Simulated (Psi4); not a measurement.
Psi4 input (wB97X-D/6-311+G**):

```
memory 1500 MB

molecule {
-1 1
N    -0.00000000   -0.00000000   -1.25788699
C    -0.00000000   -0.00000000   -0.07148921
O     0.00000000    0.00000000    1.15426802
symmetry c1
no_reorient
no_com
}

set {
  basis 6-311+G**
  reference rks
  scf_type pk
  dft_radial_points 99
  dft_spherical_points 590
  e_convergence 1e-8
  d_convergence 1e-7
  maxiter 150
}

e = energy('wb97x-d')
print_out(f'\nFINAL {e:.10f} DIPOLE {variable("CURRENT DIPOLE")[0]:.6f} {variable("CURRENT DIPOLE")[1]:.6f} {variable("CURRENT DIPOLE")[2]:.6f}\n')
```

Output:

```
   => Loading Basis Set <=

    Name: 6-311+G**
    Role: ORBITAL
    Keyword: BASIS
    atoms 1 entry N          line   150 file 6-311pgss.gbs
    atoms 2 entry C          line   129 file 6-311pgss.gbs
    atoms 3 entry O          line   171 file 6-311pgss.gbs

   => WB97X-D: Empirical Dispersion <=

    Chai and Head-Gordon Dispersion Correction
    Chai, J.-D.; Head-Gordon, M. (2010), J. Chem. Phys., 132: 6615-6620

        s6 =       1.000000

         ---------------------------------------------------------
                                   SCF
               by Justin Turney, Rob Parrish, Andy Simmonett
                          and Daniel G. A. Smith
                              RKS Reference
         ---------------------------------------------------------

  ==> Geometry <==

    Molecular point group: c1
    Full point group: C_inf_v

    Geometry (in Angstrom), charge = -1, multiplicity = 1:

       Center              X                  Y                   Z               Mass
    ------------   -----------------  -----------------  -----------------  -----------------
         N            0.000000000000     0.000000000000    -1.257886990000    14.003074004430
         C            0.000000000000     0.000000000000    -0.071489210000    12.000000000000
         O            0.000000000000     0.000000000000     1.154268020000    15.994914619570

  Running in c1 symmetry.

  Rotational constants: A = ************  B =      0.38728  C =      0.38728 [cm^-1]
  Rotational constants: A = ************  B =  11610.25160  C =  11610.25160 [MHz]
  Nuclear repulsion =   51.741096742349413

  Charge       = -1
  Multiplicity = 1
  Electrons    = 22
  Nalpha       = 11
  Nbeta        = 11

  ==> Algorithm <==

  SCF Algorithm Type is PK.
  DIIS enabled.
  MOM disabled.
  Fractional occupation disabled.
  Guess Type is SAD.
  Energy threshold   = 1.00e-08
  Density threshold  = 1.00e-07
  Integral threshold = 1.00e-12

  ==> Primary Basis <==

  Basis Set: 6-311+G**
    Blend: 6-311+G**
    Number of shells: 30
    Number of basis functions: 66
    Number of Cartesian functions: 69
    Spherical Harmonics?: true
    Max angular momentum: 2

  ==> DFT Potential <==

   => LibXC <=

    Version 7.1.2
    S. Lehtola, C. Steigemann, M. J. T. Oliveira, and M. A. L. Marques,  SoftwareX 7, 1–5 (2018) (10.1016/j.softx.2017.11.002)

   => Composite Functional: WB97X-D <=

    wB97X-D Hyb-GGA Exchange-Correlation Functional

    J.-D. Chai and M. Head-Gordon,  Phys. Chem. Chem. Phys. 10, 6615–6620 (2008) (10.1039/B810189B)

    Deriv               =              1
    GGA                 =           TRUE
    Meta                =          FALSE

    Exchange Hybrid     =           TRUE
    MP2 Hybrid          =          FALSE

   => Exchange-Correlation Functionals <=

    1.0000   wB97X-D range-separated functional

   => Exact (HF) Exchange <=

    0.7780            HF,LR [omega = 0.2000]
    0.2220               HF

   => LibXC Density Thresholds  <==

    XC_HYB_GGA_XC_WB97X_D:  1.00E-14

   => Molecular Quadrature <=

    Radial Scheme          =       TREUTLER
    Pruning Scheme         =           NONE
    Nuclear Scheme         =       TREUTLER

    Blocking Scheme        =         OCTREE
    BS radius alpha        =              1
    Pruning alpha          =              1
    Radial Points          =             99
    Spherical Points       =            590
    Total Points           =         171913
    Total Blocks           =           1323
    Max Points             =            256
    Max Functions          =             66
    Weights Tolerance      =       1.00E-15

  ==> Integral Setup <==

  Using in-core PK algorithm.
   Calculation information:
      Number of atoms:                   3
      Number of AO shells:              30
      Number of primitives:             57
      Number of atomic orbitals:        69
      Number of basis functions:        66

      Integral cutoff                 1.00e-12
      Number of threads:                 1

  Performing in-core PK
  Using 7336098 doubles for integral storage.
  We computed 104521 shell quartets total.
  Whereas there are 108345 unique shell quartets.

  Computing range-separated integrals for PK
  We computed 104521 wK shell quartets total.
  Whereas there are 108345 wK unique shell quartets.

  ==> DiskJK: Disk-Based J/K Matrices <==

    J tasked:                  Yes
    K tasked:                  Yes
    wK tasked:                 Yes
    Omega:               2.000E-01
    Schwarz Cutoff:          1E-12


  Cached 100.0% of DFT collocation blocks in 0.287 [GiB].

  Minimum eigenvalue in the overlap matrix is 8.5889310180E-04.
  Reciprocal condition number of the overlap matrix is 1.4817619990E-04.
    Using symmetric orthogonalization.

  ==> Pre-Iterations <==

  SCF Guess: Superposition of Atomic Densities via on-the-fly atomic UHF (no occupation information).

   -------------------------
    Irrep   Nso     Nmo
   -------------------------
     A         66      66
   -------------------------
    Total      66      66
   -------------------------

  ==> Iterations <==

                        Total Energy        Delta E     RMS |[F,P]|

   @RKS iter SAD:  -167.16061300832925   -1.67161e+02   0.00000e+00
   @RKS iter   1:  -167.87871296566703   -7.18100e-01   1.17745e-02 ADIIS/DIIS
   @RKS iter   2:  -167.85326077273336    2.54522e-02   1.24652e-02 ADIIS/DIIS
   @RKS iter   3:  -168.11224194450395   -2.58981e-01   2.09274e-03 ADIIS/DIIS
   @RKS iter   4:  -168.11921882058869   -6.97688e-03   7.40113e-04 ADIIS/DIIS
   @RKS iter   5:  -168.11999917238930   -7.80352e-04   2.16295e-04 ADIIS/DIIS
   @RKS iter   6:  -168.12007648292951   -7.73105e-05   3.17735e-05 DIIS
   @RKS iter   7:  -168.12007907863264   -2.59570e-06   3.50798e-06 DIIS
   @RKS iter   8:  -168.12007915683611   -7.82035e-08   8.01654e-07 DIIS
   @RKS iter   9:  -168.12007916151151   -4.67540e-09   1.22533e-07 DIIS
   @RKS iter  10:  -168.12007916166877   -1.57257e-10   3.93523e-08 DIIS
  Energy and wave function converged.

  ==> Post-Iterations <==

   Electrons on quadrature grid:
      Ntotal   =   21.9999999951 ; deviation = -4.888e-09

    Orbital Energies [Eh]
    ---------------------

    Doubly Occupied:

       1A    -19.020999     2A    -14.163060     3A    -10.126554
       4A     -0.917939     5A     -0.739179     6A     -0.347036
       7A     -0.275425     8A     -0.275425     9A     -0.217455
      10A     -0.109882    11A     -0.109882

    Virtual:

      12A      0.224727    13A      0.246042    14A      0.260832
      15A      0.260832    16A      0.376275    17A      0.376275
      18A      0.377413    19A      0.429582    20A      0.429582
      21A      0.436203    22A      0.466848    23A      0.506736
      24A      0.506736    25A      0.525530    26A      0.646360
      27A      0.857802    28A      0.857802    29A      0.945629
      30A      1.081598    31A      1.126084    32A      1.154845
      33A      1.154845    34A      1.327405    35A      1.400872
      36A      1.400872    37A      1.449309    38A      1.563474
      39A      1.563475    40A      1.568435    41A      1.730542
      42A      1.730542    43A      2.098804    44A      2.405112
      45A      2.405113    46A      2.744864    47A      2.744864
      48A      2.895135    49A      3.169373    50A      3.169374
      51A      3.178427    52A      3.178427    53A      3.429744
      54A      3.537773    55A      3.752248    56A      3.752248
      57A      4.186710    58A      4.346370    59A      4.346370
      60A      4.897621    61A      5.376663    62A      5.376663
      63A      5.952668    64A     24.727575    65A     36.180282
      66A     50.370900

    Final Occupation by Irrep:
              A
    DOCC [    11 ]
    NA   [    11 ]
    NB   [    11 ]

  @RKS Final Energy:  -168.12007916166877

   => Energetics <=

    Nuclear Repulsion Energy =             51.7410967423494128
    One-Electron Energy =                -337.0875179335401413
    Two-Electron Energy =                 131.9386709153647246
    DFT Exchange-Correlation Energy =     -14.7122641203006115
    Empirical Dispersion Energy =          -0.0000647655421293
    VV10 Nonlocal Energy =                  0.0000000000000000
    Total Energy =                       -168.1200791616687695

Computation Completed

Properties will be evaluated at   0.000000,   0.000000,   0.000000 [a0]

Properties computed using the SCF density matrix

 Multipole Moments:

 ------------------------------------------------------------------------------------
     Multipole            Electronic (a.u.)      Nuclear  (a.u.)        Total (a.u.)
 ------------------------------------------------------------------------------------

 L = 1.  Multiply by 2.5417464519 to convert [e a0] to [Debye]
 Dipole X            :         -0.0000000            0.0000000           -0.0000000
 Dipole Y            :          0.0000000            0.0000000            0.0000000
 Dipole Z            :          0.6337146           -0.0000001            0.6337145
 Magnitude           :                                                    0.6337145

 ------------------------------------------------------------------------------------

FINAL -168.1200791617 DIPOLE -0.000000 0.000000 0.633715

*** Psi4 exiting successfully. Buy a developer a beer!
```

The dipole moment of an ion depends on the origin.
